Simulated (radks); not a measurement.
The numbers below are computed, except where a source is named.
Excited configurations of Si II: one electron is placed in a higher orbital outside [Ne] 3s2. The ground configuration is [Ne] 3s2 3p1. Level of theory: Dirac Kohn-Sham, BLYP, spin-unpolarised, spherical densities, point nucleus; open shells fill j = l - 1/2 first (a radial shooting solver on a logarithmic mesh with Libxc functionals). Excitation = E - E(ground); binding = E(ion) - E, where the ion is the core of charge +2; n* = 2/sqrt(2 binding) in atomic units, and the quantum defect is n - n*.

outer orbital  excitation (eV)  binding (eV)     n*  eigenvalue (eV)  <r> (bohr)
4f5/2                   12.506         3.412  3.994           -2.344       8.754
5s1/2                   11.449         4.468  3.490           -3.467       9.449
5p1/2                   12.170         3.747  3.811           -2.876       10.80
6s1/2                   13.077         2.840  4.377           -2.238       14.98
7f5/2                   14.574         1.344  6.364           -1.051       30.10

The Delta-SCF ionisation energy is 15.917 eV (NIST Atomic Spectra Database: 16.346 eV, measured). Self-interaction in the functional shifts the binding energies and quantum defects, so they are the method's values and not measured ones. Spin polarisation and multiplet splitting are left out, so open shells lie too high by an amount that depends on their filling.

Beside tabulated values, note that spin-unpolarised runs miss the spin-polarisation part of the exchange energy of open shells.
